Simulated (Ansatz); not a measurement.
## Ansatz (development build ahead of 0.2.0) run

```yaml
crystal:
  periodic: [false, false, false]
  atoms:
    - { symbol: Li, position_ang: [1.10787, 0.0376, -0.03281] }
    - { symbol: Li, position_ang: [-1.10992, 0.03289, -0.0373] }
    - { symbol: F, position_ang: [0.01669, 1.31384, 0.04204] }
    - { symbol: F, position_ang: [0.00388, -1.30516, -0.04823] }
basis:
  gaussian: { orbitals: cc-pVTZ }
hamiltonian:
  xc: hf
```

The input is written out in the form of the current development build from the run's settings.

Results

```json
{
  "Converged": "yes",
  "Total energy": "-214.06115 hartree",
  "Spin squared of the determinant": "0.000"
}
```
